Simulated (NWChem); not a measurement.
System: Si$_{2}$H$_{4}$OF$_{2}$; SMILES [SiH3][Si](O)(F)F

NWChem input:

```
start job
memory heap 200 mb stack 900 mb global 1100 mb
geometry units angstroms noautosym nocenter noautoz
  O      1.617661     0.851782     0.003712
  Si     0.041327     0.404904    -0.001436
  F     -0.710444     1.048354    -1.282090
  F     -0.719243     1.050298     1.273042
  Si    -0.117275    -1.913558     0.000002
  H      1.842991     1.788195     0.004712
  H      0.529976    -2.451126     1.232295
  H     -1.557650    -2.303577    -0.021307
  H      0.567368    -2.455354    -1.210017
end
basis spherical
  * library def2-svp
end
dft
  xc xpbe96 cpbe96
  iterations 150
end
cosmo
  do_cosmo_smd true
  solvent anisole
end
task dft energy
```

Parts of the log:

```
             Northwest Computational Chemistry Package (NWChem) 7.3.0
             --------------------------------------------------------

                             Geometry "geometry" -> ""
                             -------------------------

 Output coordinates in angstroms (scale by  1.889725989 to convert to a.u.)

  No.       Tag          Charge          X              Y              Z
 ---- ---------------- ---------- -------------- -------------- --------------
    1 O                    8.0000     1.61766100     0.85178200     0.00371200
    2 Si                  14.0000     0.04132700     0.40490400    -0.00143600
    3 F                    9.0000    -0.71044400     1.04835400    -1.28209000
    4 F                    9.0000    -0.71924300     1.05029800     1.27304200
    5 Si                  14.0000    -0.11727500    -1.91355800     0.00000200
    6 H                    1.0000     1.84299100     1.78819500     0.00471200
    7 H                    1.0000     0.52997600    -2.45112600     1.23229500
    8 H                    1.0000    -1.55765000    -2.30357700    -0.02130700
    9 H                    1.0000     0.56736800    -2.45535400    -1.21001700

 Effective nuclear repulsion energy (a.u.)     313.4412447924

  pbe96 is a nonlocal functional; adding pw91lda local functional.

                                 NWChem DFT Module
                                 -----------------

 Summary of "ao basis" -> "ao basis" (spherical)
 ------------------------------------------------------------------------------
       Tag                 Description            Shells   Functions and Types
 ---------------- ------------------------------  ------  ---------------------
 O                          def2-svp                 6       14   3s2p1d
 Si                         def2-svp                 8       18   4s3p1d
 F                          def2-svp                 6       14   3s2p1d
 H                          def2-svp                 3        5   2s1p

 in cosmo_initialize ...
 calling solv_data for solv:anisole

 solvent parameters
 solvname_short: anisole
 solvname_long:  anisole
 dielec:        4.2247
 dielecinf:     2.3025
 nonaqueous SMD model solvent descriptors
 dielec:        4.2247
 sola:          0.0000
 solb:          0.2900
 solc:          0.7500
 solg:         50.5200
 solh:          0.0000
 soln:          1.5174

[...]

                                COSMO-SMD solvation results
                                ---------------------------

             internal energy in gas <Psi(g)|H|Psi(g)> =      -855.488472435381
         internal energy in solvent <Psi(s)|H|Psi(s)> =      -855.488225347603
                               delta internal energy  =         0.000247087778 (    0.16 kcal/mol)
   total free energy in solvent <Psi(s)|H+V/2|Psi(s)> =      -855.492925070241
 polarization energy contribution <Psi(s)|V/2|Psi(s)> =        -0.004699722637 (   -2.95 kcal/mol)
    total free energy in solvent including G(SMD-CDS) =      -855.492703975083
                       G(SMD-CDS) energy contribution =         0.000221095158 (    0.14 kcal/mol)
     1 M fixed-concentration free energy of solvation =        -0.004231539702 (   -2.66 kcal/mol)

                       DFT Final Molecular Orbital Analysis
                       ------------------------------------

 Vector   27  Occ=2.000000D+00  E=-3.149684D-01
              MO Center=  1.2D-02, -1.1D+00, -1.1D-02, r^2= 5.0D+00
   Bfn.  Coefficient  Atom+Function         Bfn.  Coefficient  Atom+Function
  ----- ------------  ---------------      ----- ------------  ---------------
    89      0.311500  8 H  s                  4      0.258674  1 O  px
    68     -0.246384  5 Si px                 5     -0.197114  1 O  py
     7      0.181450  1 O  px                71     -0.179793  5 Si px
    90      0.162572  8 H  s                 94     -0.145614  9 H  s
    65      0.139446  5 Si px                84     -0.139420  7 H  s

 Vector   28  Occ=2.000000D+00  E=-2.925988D-01
              MO Center=  1.3D+00,  8.0D-01,  3.1D-03, r^2= 1.7D+00
   Bfn.  Coefficient  Atom+Function         Bfn.  Coefficient  Atom+Function
  ----- ------------  ---------------      ----- ------------  ---------------
     6      0.581225  1 O  pz                 9      0.424248  1 O  pz
    36     -0.175628  3 F  px                50      0.175386  4 F  px
    39      0.126038  3 F  px                53     -0.125819  4 F  px
    27      0.107382  2 Si pz                31     -0.065585  2 Si d  1
    73     -0.059918  5 Si pz                84     -0.055330  7 H  s

 Vector   29  Occ=2.000000D+00  E=-2.812485D-01
              MO Center= -9.9D-02, -7.6D-01, -1.3D-03, r^2= 3.3D+00
   Bfn.  Coefficient  Atom+Function         Bfn.  Coefficient  Atom+Function
  ----- ------------  ---------------      ----- ------------  ---------------
    69      0.307388  5 Si py                72      0.272311  5 Si py
    17      0.258203  2 Si s                 23     -0.249237  2 Si py
    37     -0.220119  3 F  py                51     -0.220146  4 F  py
    66     -0.164298  5 Si py                40      0.155651  3 F  py
    54      0.155673  4 F  py                16      0.146020  2 Si s

 Vector   30  Occ=0.000000D+00  E=-1.986838D-02
              MO Center= -3.3D-02, -1.1D+00, -2.1D-03, r^2= 3.8D+00
   Bfn.  Coefficient  Atom+Function         Bfn.  Coefficient  Atom+Function
  ----- ------------  ---------------      ----- ------------  ---------------
    73      0.914285  5 Si pz                85     -0.682127  7 H  s
    95      0.678625  9 H  s                 27      0.402919  2 Si pz
    24      0.206761  2 Si pz                84     -0.184880  7 H  s
    94      0.184239  9 H  s                 75      0.161269  5 Si d -1
    70      0.155314  5 Si pz                29     -0.147951  2 Si d -1

[...]
```

Level: PBE/def2-SVP, SMD on the gas-phase geometry. The geometry was optimised at PBE0/def2-SVP. Solvent: anisole.
